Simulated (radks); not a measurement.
Numerical settings for neutral potassium, [Ar] 4s1. Calculated with a radial shooting solver on a logarithmic mesh with Libxc functionals: scalar-relativistic Kohn-Sham, PBEsol, spin-polarised, spherical densities, point nucleus; open shells are filled with parallel spins first. The defaults (mesh step 0.008 in ln r, mesh end at 40 bohr or more with all orbitals vanishing there, Anderson mixing 0.5 over 9 steps, residual threshold near 1e-9 with the energy settled to 1e-9 hartree or 1e-11 of itself, here a cap of 58 iterations) give E = -601.2911 hartree and 4s at -2.543 eV in 15 iterations. Times are rough (one thread of a shared host). One setting is changed at a time: mesh step in ln r 0.02; mesh step in ln r 0.12; mesh step in ln r 0.012; mesh end (bohr) 8; mesh end (bohr) 400; residual threshold 0.1; residual threshold 1e-13; mixing 2.5; linear mixing, mixing 0.2; linear mixing, mixing 1; mixing history 2; iteration cap 5. Which runs fail to converge, and which converge to a wrong energy?

Answer. Not converged within the cap: mesh step in ln r 0.12; linear mixing, mixing 0.2; linear mixing, mixing 1; iteration cap 5. Settings that end as converged yet miss the energy by more than 1 mhartree: mesh end (bohr) 8 (+0.0185 hartree).
